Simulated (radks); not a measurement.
Task: The mean radii <r> (bohr) of the occupied orbitals of an atom or ion are listed with their occupations. Method: Dirac Kohn-Sham, LDA (Slater exchange, Perdew-Wang correlation), spin-unpolarised, spherical densities, point nucleus; computed with a radial shooting solver on a logarithmic mesh with Libxc functionals.

orbital  occ.      <r>
1s1/2       2  0.01579
2s1/2       2  0.06579
2p1/2       2  0.05390
2p3/2       4  0.06294
3s1/2       2   0.1711
3p1/2       2   0.1616
3p3/2       4   0.1781
3d3/2       4   0.1545
3d5/2       6   0.1595
4s1/2       2   0.3771
4p1/2       2   0.3779
4p3/2       4   0.4128
4d3/2       4   0.4163
4d5/2       6   0.4274
5s1/2       2   0.8302
4f5/2       6   0.4380
4f7/2       8   0.4441
5p1/2       2   0.8831
5p3/2       4   0.9721
5d3/2       4    1.185
5d5/2       6    1.223
6s1/2       1    1.945

Name the element and its charge. Open shells, if any, fill j = l - 1/2 first.

Result: Z = 83, bismuth, charge +4: Bi4+ in [Xe] 4f14 5d10 6s1. The 1s radius gives Z: for a bare nucleus <r> = (2 gamma + 1)/(2Z) with gamma = sqrt(1 - (Z/c)^2), 0.01561 bohr for Z = 83, and screening makes it slightly larger (0.01579 here). The occupations add up to 79, and the charge is Z minus that.
